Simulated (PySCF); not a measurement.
BiBr2 (SMILES [Br][Bi][Br]), doublet, geometry from GFN2-xTB (such geometries of metal compounds can be far from the true shape) (the spin is typed, not shown lowest) (core potentials on Bi), with bond 2-1 at 3.0 times its length; B3LYP/def2-SVP (PySCF).

Here is a job for PySCF.
```python
from pyscf import gto, scf, dft

mol = gto.M(
    atom='''
Bi    0.687662    0.361527    0.230007
Br   -4.866289    2.343357   -4.995502
Br   -0.467088   -1.879472    0.966383
''',
    basis='def2-svp',
    ecp={'Bi': 'def2-svp'},
    charge=0,
    spin=1,
    verbose=3,
)

mf = dft.UKS(mol)
mf.xc = 'b3lyp'
mf.kernel()
mo_i, mo_e, stable_i, stable_e = mf.stability(internal=True, external=False, return_status=True, nroots=6, tol=1e-6)
print('internally stable:', stable_i, ' externally stable:', stable_e)
if not stable_i:
    umf = mf.copy()
    umf.scf_summary = {}
    umf.kernel(umf.make_rdm1(mo_i, mf.mo_occ))
mf.analyze()
```

Q: Write the output that PySCF gives for this input, abridged.

A: 
```
SCF not converged.
SCF energy = -5362.25043364399 after 50 cycles  <S^2> = 0.77383436  2S+1 = 2.023694
<class 'pyscf.dft.uks.UKS'> wavefunction has an internal instability
internally stable: False  externally stable: None

SCF not converged.
SCF energy = -5362.43196820751 after 50 cycles  <S^2> = 1.6538112  2S+1 = 2.7595733
**** MO energy ****
                             alpha | beta                alpha | beta
MO #1   energy= -482.810955774002  | -482.813497586828  occ= 1 | 1
MO #2   energy= -482.780906510144  | -482.780494814107  occ= 1 | 1
MO #3   energy= -62.4928562605871  | -62.4941950810787  occ= 1 | 1
MO #4   energy= -62.4624042653649  | -62.4621700516743  occ= 1 | 1
MO #5   energy= -56.3242320700359  | -56.3296257870594  occ= 1 | 1
MO #6   energy= -56.3212899398098  | -56.3222656452573  occ= 1 | 1
MO #7   energy= -56.3212881577947  | -56.3222638926297  occ= 1 | 1
MO #8   energy= -56.2938072635964  | -56.2938021516604  occ= 1 | 1
MO #9   energy= -56.2917892915002  | -56.2912086459249  occ= 1 | 1
MO #10  energy= -56.2917280029667  | -56.291098782676   occ= 1 | 1
MO #11  energy= -8.70857078164631  | -8.71236476554742  occ= 1 | 1
MO #12  energy= -8.6798792555275   | -8.67926404847114  occ= 1 | 1
MO #13  energy= -6.54152279228402  | -6.55199452123156  occ= 1 | 1
MO #14  energy= -6.52851022747007  | -6.53019750910449  occ= 1 | 1
MO #15  energy= -6.52850322671048  | -6.5301907433857   occ= 1 | 1
MO #16  energy= -6.51006234740269  | -6.51009334273303  occ= 1 | 1
MO #17  energy= -6.50218913329747  | -6.50110848813627  occ= 1 | 1
MO #18  energy= -6.50197682447513  | -6.5007949014644   occ= 1 | 1
MO #19  energy= -6.00841885419275  | -6.0027071744957   occ= 1 | 1
MO #20  energy= -3.74174302229259  | -3.74005224834571  occ= 1 | 1
MO #21  energy= -3.73782026780352  | -3.73182056916681  occ= 1 | 1
MO #22  energy= -3.73691958663825  | -3.73057224038593  occ= 1 | 1
MO #23  energy= -2.65608334737982  | -2.66358579166     occ= 1 | 1
MO #24  energy= -2.65249104321683  | -2.65824650406047  occ= 1 | 1
MO #25  energy= -2.65248555085296  | -2.65824110412616  occ= 1 | 1
MO #26  energy= -2.64127547215839  | -2.64221648541145  occ= 1 | 1
MO #27  energy= -2.64127511798639  | -2.64221612843037  occ= 1 | 1
MO #28  energy= -2.62489510782482  | -2.62465764856191  occ= 1 | 1
MO #29  energy= -2.62273863521308  | -2.62229734425143  occ= 1 | 1
MO #30  energy= -2.6225258035272   | -2.62202896034982  occ= 1 | 1
MO #31  energy= -2.6162015398432   | -2.61511263795795  occ= 1 | 1
MO #32  energy= -2.61617738864683  | -2.6150881115549   occ= 1 | 1
MO #33  energy= -1.09671553925214  | -1.09196362549085  occ= 1 | 1
MO #34  energy= -1.09330490422002  | -1.08706987021281  occ= 1 | 1
MO #35  energy= -1.09250529403178  | -1.08594014662621  occ= 1 | 1
MO #36  energy= -1.0887767475142   | -1.07802610002193  occ= 1 | 1
MO #37  energy= -1.08868200368771  | -1.07799097460302  occ= 1 | 1
MO #38  energy= -0.759570403978232 | -0.778826797187785 occ= 1 | 1
MO #39  energy= -0.736864968948069 | -0.752737894277185 occ= 1 | 1
MO #40  energy= -0.608981938469547 | -0.565475355448932 occ= 1 | 1
MO #41  energy= -0.334650072929228 | -0.3556303807508   occ= 1 | 1
MO #42  energy= -0.304125440412143 | -0.327329080107014 occ= 1 | 1
MO #43  energy= -0.303854652904367 | -0.308087831303445 occ= 1 | 1
MO #44  energy= -0.294758732851767 | -0.308021257988823 occ= 1 | 1
MO #45  energy= -0.294690212772118 | -0.291943996312273 occ= 1 | 1
MO #46  energy= -0.223468644018824 | -0.291274170426612 occ= 1 | 1
MO #47  energy= -0.218800513113313 | -0.127444735190809 occ= 1 | 0
MO #48  energy= -0.21536780435823  | -0.125490208360733 occ= 0 | 0
MO #49  energy= -0.0855478472506448 | -0.0707362157538753 occ= 0 | 0
MO #50  energy= 0.171475369157837  | 0.194333936804422  occ= 0 | 0
MO #51  energy= 0.222678407693357  | 0.228695157710282  occ= 0 | 0
MO #52  energy= 0.25367477579672   | 0.276698087321767  occ= 0 | 0
MO #53  energy= 0.253843965215155  | 0.278019682931268  occ= 0 | 0
MO #54  energy= 0.286486537771586  | 0.28365689027217   occ= 0 | 0
MO #55  energy= 0.286544461960248  | 0.31027436395462   occ= 0 | 0

Dipole moment(X, Y, Z, Debye): 27.15108, -8.57222, 24.77586
```

The run did not converge; its last values are not results.
